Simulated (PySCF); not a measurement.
Isomers of C5H9F3O2, one GFN2-xTB conformer each. Single-point energies are computed at PBE0/pcSseg-1 (PySCF, gas phase, no added dispersion term), electronic only.

**Question.** Rank them by PBE0/pcSseg-1 energy, lowest first (kcal/mol).
A. `[CH3:1][O:2][CH2:3][CH2:4][O:5][CH2:6][C:7]([F:8])([F:9])[F:10]` with C1–O2–C3–C4 74°, O2–C3–C4–O5 173°, C3–C4–O5–C6 -171°, C4–O5–C6–C7 -70°
B. `[CH3:1][O:2][CH:3]([CH2:4][C:5]([F:6])([F:7])[F:8])[O:9][CH3:10]` with C1–O2–C3–C4 124°, O2–C3–C4–C5 -76°, O2–C3–O9–C10 62°

**Answer.** B (0.0), A (10.8).

GFN2-xTB itself gives, in the same order: 0.0, 8.7. Both levels put the same isomer lowest.

**Question.** Which frontier levels, dipoles and rotational constants go with these structures?

**Answer.** 
| SMILES | HOMO (eV, PBE0/pcSseg-1) | LUMO (eV) | dipole (D) | A, B, C (MHz) |
| --- | --- | --- | --- | --- |
| COC(CC(F)(F)F)OC | -7.82 | 1.38 | 2.73 | 2206, 810.4, 688.3 |
| COCCOCC(F)(F)F | -7.55 | 1.41 | 0.57 | 2893, 553.2, 517.5 |
